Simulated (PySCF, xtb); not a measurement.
AlF2H3O2Si, SMILES [OH][Al]([OH])[SiH](F)F.

GFN2-xTB (xtb 6.7.1) at its own geometry gives an orbital gap of 4.27 eV and a dipole moment of 3.65 D.

The structure is a stationary point at ωB97X-D3(BJ)/def2-SVP. The structure was generated by enumeration; whether it is a known compound was not checked. One conformer was computed; it need not be the lowest.

**Question.** What does HF/def2-TZVP run with PySCF give? (An estimate is asked for; the answer gives what the named calculation found.)

**Answer.** gap 12.92 eV (levels -11.33 and 1.60 eV), dipole 4.43 D.
